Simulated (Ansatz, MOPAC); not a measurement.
Molecule: SnH3 (charge +1, singlet). SMILES: [SnH3+]

Atoms: Sn1, H2, H3, H4. Bonds: Sn1-H2, Sn1-H3, Sn1-H4.

Bond lengths (Å) and angles (degrees) optimised at AM1 with MOPAC; PM6 with MOPAC; HF/6-31G* with LANL2DZ past Ar with Ansatz (a first-principles code), each started from the B3LYP-D3(BJ)/def2-TZVP structure (Ansatz) of the last column. A row stands for all coordinates that are equal there. 6-31G* holds six Cartesian d functions.

```json
[
 {"coordinate": "Sn1-H2", "AM1": "1.627", "PM6": "1.687", "HF/6-31G* with LANL2DZ past Ar": "1.679", "B3LYP-D3(BJ)/def2-TZVP": "1.691"},
 {"coordinate": "H2-Sn1-H3", "AM1": "120.0", "PM6": "120.0", "HF/6-31G* with LANL2DZ past Ar": "120.0", "B3LYP-D3(BJ)/def2-TZVP": "120.0"}
]
```

Mean signed difference of all 3 bond lengths from B3LYP-D3(BJ)/def2-TZVP: AM1 -0.065 Å, PM6 -0.004 Å, HF/6-31G* with LANL2DZ past Ar -0.012 Å.
